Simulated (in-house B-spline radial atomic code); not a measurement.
As. Computed with a B-spline radial atomic code. Model: non-relativistic spherical atom: semilocal Troullier-Martins pseudo-atom, one channel per l, against all electrons, high spin, G0W0 and RPA with empty states to l = 8, local potential for every l without a channel, a model core (radius 0 = none) keeps its share of the functional.

What the tables leave out is listed at the end.

The pseudopotential gives back the lowest level of each angular momentum of its own functional in the configuration it was made in; a second state of the same l is only approximately right. Exact exchange, RPA and GW see the smooth pseudo-orbitals and miss the exchange with the core, for which the functional's share stands in. The column with an uncorrelated core keeps all orbitals and exact exchange, and so separates missing core correlation from pseudisation. Only the three outermost levels and the lowest empty one were computed. RPA here is direct RPA, with no exchange kernel, and its energies carry an (l + 1/2)⁻⁴ tail. A hybrid on a potential with a model core restores only its own semilocal share of the core's exchange.

Command:
```bash
python run_psgw.py task.json out
```
Settings (lengths in bohr, energies in hartree):
```
Z                      33
electrons              33
configuration          [Ar] 3d10 4s2 4p3
generated_in           [Ar] 3d10 4s2 4p3
functional             pbe,pbe
core_shells            5
radius_factor          0.9
core_correction        False
```

Time taken, with all properties: 22 s on 1 thread of Arm Neoverse V2, on a shared host.

Given: made with PBE; model core radius 0 bohr; local radius 1.373 bohr; mean-field start PBE.

Valence shells of the generating configuration: 3d, 4s, 4p.

Channel: s 1.495, p 1.805, d 1.297 (radii in bohr).

Computed: largest level miss in the spin-unpolarised generating configuration 0 eV; valence RPA correlation energy pseudo -1.1158 hartree; all-electron RPA polarisability, core included 27.777 bohr³; pseudo-atom RPA polarisability 27.643 bohr³.

```
          level  occupied  mean-field all-electron (eV)  mean-field pseudo minus all (eV)  G0W0 all-electron (eV)  G0W0 uncorrelated core minus all (eV)  G0W0 pseudo minus all (eV)  exchange self-energy all-electron (eV)  exchange self-energy pseudo (eV)
          4p up         1                       -5.9554                            -0.008                 -9.6681                                 -0.032                      -0.224                                 -16.345                            -15.53
4p down (empty)         0                       -3.6564                             0.048                 -1.1089                                 -0.026                      -0.179                                 -4.3055                           -3.4698
```

What is the valence RPA correlation energy all-electron orbitals?

-0.88908 hartree.

Given: mean-field start PBE0.

Computed: valence RPA correlation energy all-electron orbitals -0.84604 hartree; valence RPA correlation energy pseudo -1.0802 hartree; pseudo-atom RPA polarisability 22.622 bohr³.

| level | occupied | mean-field all-electron (eV) | mean-field pseudo minus all (eV) | G0W0 all-electron (eV) | G0W0 uncorrelated core minus all (eV) | G0W0 pseudo minus all (eV) | exchange self-energy all-electron (eV) | exchange self-energy pseudo (eV) |
| --- | --- | --- | --- | --- | --- | --- | --- | --- |
| 4p up | 1 | -7.1338 | -0.068 | -9.9925 | -0.033 | -0.238 | -16.38 | -15.801 |
| 4s down | 1 | -13.452 | 0.078 | -16.339 | -0.034 | -0.249 | -16.195 | -14.435 |
| 4p down (empty) | 0 | -2.6294 | 0.006 | -0.81084 | -0.021 | -0.092 | -3.9153 | -3.2819 |

What is the all-electron RPA polarisability, core included?

23.291 bohr³.

Given: mean-field start Hartree-Fock.

Computed: valence RPA correlation energy pseudo -0.99246 hartree; all-electron RPA polarisability, core included 17.134 bohr³; pseudo-atom RPA polarisability 15.416 bohr³.

| level | occupied | mean-field all-electron (eV) | mean-field pseudo minus all (eV) | G0W0 all-electron (eV) | G0W0 uncorrelated core minus all (eV) | G0W0 pseudo minus all (eV) | exchange self-energy all-electron (eV) | exchange self-energy pseudo (eV) |
| --- | --- | --- | --- | --- | --- | --- | --- | --- |
| 4p up | 1 | -10.073 | -0.422 | -10.402 | -0.026 | -0.163 | -16.182 | -16.377 |
| 4s down | 1 | -15.13 | 0.15 | -16.507 | -0.021 | -0.034 | -15.539 | -14.253 |
| 4s up | 1 | -22.194 | -0.427 | -20.169 | -0.027 | -0.383 | -22.451 | -21.918 |

What is the valence RPA correlation energy all-electron orbitals?

-0.74466 hartree.

Among the listed levels the largest G0W0 shift of the pseudo-atom is -0.38 eV, for 4s up on the Hartree-Fock start, while leaving the core uncorrelated moves that level by -0.03 eV. So pseudisation and the lost core exchange, not the missing core correlation, make the error. Not in the tables (levels of low weight, unsolved or above zero; the highest and the empty levels are kept at any weight): on PBE the G0W0 levels 4s down (pseudo minus all -0.24 eV, weights 0.72 and 0.74), 4s up (pseudo minus all -0.07 eV, weights 0.05 and 0.06); on PBE0 the G0W0 levels 4s up (pseudo minus all -0.13 eV, weights 0.32 and 0.34).
